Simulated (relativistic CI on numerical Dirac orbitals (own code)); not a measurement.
Computed by Dirac-Coulomb-Breit CI, separate exchange-only KLI orbitals for each configuration, model QED (radiative potential, 1s self-energy scaled to tabulated hydrogen-like ionisation energies), unscaled Slater integrals (own radial code, finite nucleus).

The strongest absorption lines from the ground level of an ion, among the configurations computed and to levels below about 56.5 eV (vacuum wavelength in Å, gf): 246.11 (0.075), 249.43 (0.67), 251.19 (0.1), 251.30 (1.4), 324.08 (0.081), 344.58 (0.48), 362.51 (1), 372.10 (0.26).

(1) Which ion is it?
A. Os⁵⁺
B. W³⁺
C. Pt⁷⁺
D. Hg⁹⁺

Answers

(1) C. Pt⁷⁺ has 71 electrons and the ground level 5s2 5p6 5d3 4F_3/2; the strongest line goes to 5s2 5p6 5d2 5f 4G°_5/2. The pattern of lines fixes the number of electrons, and along that sequence the line energies rise steadily with the charge (about as its square where n changes within one kind of shell, about linearly where n is kept but much faster in heavy ions where fine structure, which grows about as Z⁴, sets the gap, and irregularly where shells cross), which fixes Z. Configurations outside the model, such as inner-shell arrays, can give stronger lines. At this charge configurations can still be misplaced by up to about 7 % of their energy. Terms inside the open d or f shell come out 10 to 20 % too wide with unscaled integrals. Levels and lines within the n = 5 or 6 shells can be off by up to 10 % or somewhat more, and those that change n by about 2 %, since core polarisation is missing.

LS names give the leading component of a level, which can be under half, so a name can repeat, a term be missing and a line seem to break the LS rules.
